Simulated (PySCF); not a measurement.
CH6F2OSi2. Atoms are numbered in the order given.

```xyz
12

O      0.3179    -1.6772     0.0000
C     -0.2258    -0.3448     0.0000
Si     0.2022     0.5556    -1.5934
F     -0.5364    -0.1595    -2.8546
Si     0.2022     0.5556     1.5934
F     -0.5364    -0.1595     2.8546
H      1.2808    -1.6079     0.0000
H     -1.3269    -0.4572     0.0000
H     -0.2462     1.9729    -1.5444
H      1.6716     0.4597    -1.8139
H     -0.2462     1.9729     1.5444
H      1.6716     0.4597     1.8139
```

Geometry optimised at ωB97X-D3(BJ)/def2-SVP. This is a generated structure with no PubChem entry under its InChIKey; it may be hypothetical. The values are those of a single conformer.

Level of theory: PBE/def2-TZVP run with PySCF.

Computed frontier levels, gap, dipole moment and polarisability:
```yaml
highest_occupied_level: -6.26 eV
lowest_empty_level: -1.68 eV
orbital_gap: 4.58 eV
dipole_moment: 2.15 D
quadrupole, principal values (traceless, Buckingham form, about the centre of nuclear charge): -10.31, 0.14, 10.17 D·Å
mean_static_polarisability: 67.5 bohr³ (10.00 Å³)
polarisability_principal_values: 60.6, 67.4, 74.5 bohr³
```
